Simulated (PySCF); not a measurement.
Simulation results for AlBGeH4O, B2ClGeH4, AlBGeH3N

Computed with PySCF 2.14.0. Calculation on a computer-drawn molecule: optimised geometry and harmonic frequencies of an isolated molecule of the commonest isotopes, restricted reference for singlets and unrestricted otherwise, frozen core in MP2; on germanium a core potential holds 10 electrons, which the energies leave out, and 3d is frozen in MP2 and coupled-cluster steps.

Common to all runs: charge 0; basis cc-pV(D+d)Z; basis and core potential on germanium cc-pVDZ-PP ECP10MDF.

(1) AlBGeH4O

Start structure:
```xyz
8
AlBGeH4O
B     -1.0997    -0.6886     1.2153
Al     0.7175    -0.6125     0.1307
O      0.6611     0.7647    -0.8570
Ge     0.6961     2.1312    -1.9756
H     -1.2116    -0.0943     2.1125
H     -2.0239    -1.2851     0.8084
H      1.9798    -1.3552    -0.0554
H     -0.7134     1.8302    -2.6969
```

Here we set multiplicity 1 and method HF.

The calculation gives: rotational constants 14.65, 1.178, 1.112 GHz; total energy -637.1883 hartree; convergence status largest gradient component 1.6e-05 hartree/bohr.

Drawn bonds:
```tsv
atom	other atom	order
1	2	1
2	3	1
3	4	1
1	5	1
1	6	1
2	7	1
4	8	1
```

Optimised structure:
```xyz
8
AlBGeH4O
B     -1.0977    -0.7969     1.3755
Al     0.5270    -0.4230     0.0206
O      0.5111     0.9728    -0.9319
Ge     0.6194     2.3938    -1.9826
H     -1.1032    -0.3950     2.5116
H     -2.0752    -1.4276     1.0615
H      1.7725    -1.3924    -0.1346
H     -0.1480     1.7587    -3.2381
```

Modes:
```tsv
frequency (cm⁻¹)	reduced mass (dalton)
63.37	5.062
77.86	3.55
103.7	1.074
154.9	1.173
193.1	4.829
393.7	1.112
420.2	11.89
572.1	3.31
637.9	1.378
720.7	1.3
845.4	1.119
908.1	1.371
1030	10.6
1250	1.136
1919	1.023
1961	1.042
2641	1.055
2705	1.12
```

(2) B2ClGeH4

Start structure:
```xyz
8
B2ClGeH4
B     -0.3426    -0.0703     0.1931
B      0.9327     0.1275     1.1888
Ge     0.5821     1.7105     2.4942
Cl    -1.4279     2.4820     2.5129
H     -0.9963    -1.0758     0.3166
H     -0.7249     0.6443    -0.6176
H      1.9649    -0.2826     1.3293
H      0.6905     1.2615     3.9884
```

It was run with multiplicity 2 and method HF.

Results for B2ClGeH4: rotational constants 4.576, 2.518, 1.66 GHz; total energy -804.5546 hartree; spin squared 0.772; convergence status largest gradient component 2.396e-05 hartree/bohr.

Drawn bonds:
```tsv
atom	other atom	order
1	2	1
2	3	1
3	4	1
1	5	1
1	6	1
2	7	1
3	8	1
```

Optimised structure:
```xyz
8
B2ClGeH4
B     -0.3610    -0.1379     0.0862
B      0.8045     0.1961     1.2451
Ge     0.5292     1.6870     2.6341
Cl    -1.5388     2.4107     2.7336
H     -1.1428    -1.0361     0.2448
H     -0.4474     0.5055    -0.9244
H      1.8821    -0.3293     1.2939
H      0.9528     1.5010     4.0924
```

Modes:
```tsv
frequency (cm⁻¹)	reduced mass (dalton)
75.9	5.028
120.9	2.066
216.2	3.442
306.6	1.155
374.2	1.79
416.5	3.425
508.4	1.139
536.6	3.229
737.2	1.054
790.9	1.223
860.5	1.531
974.9	2.333
1071	1.571
1266	1.262
2220	1.021
2669	1.055
2718	1.093
2740	1.121
```

(3) AlBGeH3N

Start structure:
```xyz
7
AlBGeH3N
B     -1.5851     1.8776    -1.0081
Al    -0.0482     2.4205     0.3782
N      1.1269     2.8333     1.4415
Ge     2.3170     3.1174     2.7561
H     -1.4049     1.0076    -1.8087
H     -2.6409     2.4394    -0.9991
H      3.1931     4.2746     2.0541
```

Settings of this run: multiplicity 1 and method MP2.

Results for AlBGeH3N: rotational constants 88.35, 0.9903, 0.9876 GHz; total energy -616.4828 hartree; convergence status largest gradient component 5.227e-06 hartree/bohr.

Drawn bonds:
```tsv
atom	other atom	order
1	2	1
2	3	2
3	4	1
1	5	1
1	6	1
4	7	1
```

Optimised structure:
```xyz
7
AlBGeH3N
B     -1.5998     1.8663    -1.0106
Al    -0.1223     2.3177     0.4479
N      1.1747     2.9229     1.3584
Ge     2.3371     3.1225     2.7789
H     -1.4060     1.0120    -1.8364
H     -2.6514     2.4522    -1.0206
H      3.2257     4.2769     2.0965
```

Modes:
```tsv
frequency (cm⁻¹)	reduced mass (dalton)
45.23	4.003
71.1	5.279
101.4	9.739
132.8	3.077
208.3	1.061
354.5	8.336
588	1.258
597.5	7.364
740.5	1.08
864.5	1.295
1103	9.947
1176	1.167
1873	1.022
2644	1.05
2745	1.126
```
